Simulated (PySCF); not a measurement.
## Ca³⁺ (calcium, charge +3): UHF calculation

Configuration: [Ne] 3s2 3p5, 2P determinant. Computed with PySCF 2.14 in pcseg-2 (6s4p3d, 33 functions), with no relativity, point nucleus.

| Item | Value |
| --- | --- |
| Total energy | -674.313594 hartree |
| One-electron energy | -902.1797 hartree |
| Hartree (Coulomb) energy | 262.2594 hartree |
| Exchange energy | -34.3933 hartree |
| Kinetic energy | 674.23236 hartree |
| ⟨S²⟩ | 0.7561 |
| ⟨L²⟩ | 2.019 |
| Sum of ⟨r⟩ | 11.18 bohr |
| Sum of ⟨r²⟩ | 12.62 bohr² |
| Traceless quadrupole moment −½Σ⟨3z² − r²⟩ along its main axis | 0.713 e·bohr² |
| Density at the nucleus (Gaussians lack the cusp) | 5260 bohr⁻³ |
| Spin density at the nucleus | 0.353 bohr⁻³ |
| Langevin diamagnetic susceptibility | -10.00 ×10⁻⁶ cm³/mol |
| Time after the integrals | 0.06 s of wall time on 1 thread of Neoverse-V2 (shared host) |

```tsv
shell	electrons	mean orbital energy (hartree)	spread (hartree)	rms radius, mean of both spins (bohr)
1s α	1	-150.70771	0	0.0897
1s β	1	-150.68508	0	0.0897
2s α	1	-18.12439	0	0.396
2s β	1	-18.10447	0	0.396
2p α	3	-14.94675	0.04522	0.363
2p β	3	-14.91079	0.03106	0.363
3s α	1	-3.45734	0	1.21
3s β	1	-3.28306	0	1.21
3p α	3	-2.53152	0.10958	1.31
3p β	2	-2.45913	0	1.31
```
